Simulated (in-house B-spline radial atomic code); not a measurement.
A fraction x of an electron is removed from 4p in Se3+, starting from [Ar] 3d10 4s2 4p1 and keeping the highest spin. Level of theory: scalar-relativistic (X2C) LDA VWN5, spin-polarised, spherical fractional occupations, Fermi nucleus of rms radius 4.14 fm; calculated with a B-spline radial code for spherical atoms.

```tsv
x	E(x) - E(0) (eV)	4p up level (eV)
0	0.0000	-37.250
0.03	1.1225	-37.582
0.17	6.4930	-39.141
0.29	11.2703	-40.483
0.41	16.2091	-41.830
0.5	20.0194	-42.844
0.54	21.7422	-43.295
0.63	25.6845	-44.311
0.81	33.8437	-46.348
0.97	41.4042	-48.158
1	42.8540	-
```

The exact functional would give a straight line between the two integer points. Deviations E(x) - E(0) - x[E(1) - E(0)], in eV: -0.163 at x = 0.03, -0.792 at x = 0.17, -1.157 at x = 0.29, -1.361 at x = 0.41, -1.408 at x = 0.5, -1.399 at x = 0.54, -1.314 at x = 0.63, -0.868 at x = 0.81, -0.164 at x = 0.97.

The curve lies below the straight line by up to 1.408 eV (at x = 0.5): convex, the delocalisation error that favours fractional charges.

(1) How well does Slater's transition state (minus the level at half occupation) give the ionisation energy?

Answers

(1) It gives 42.844 eV against 42.854 eV from the two total energies; NIST lists 42.95 eV, ground level to ground level.
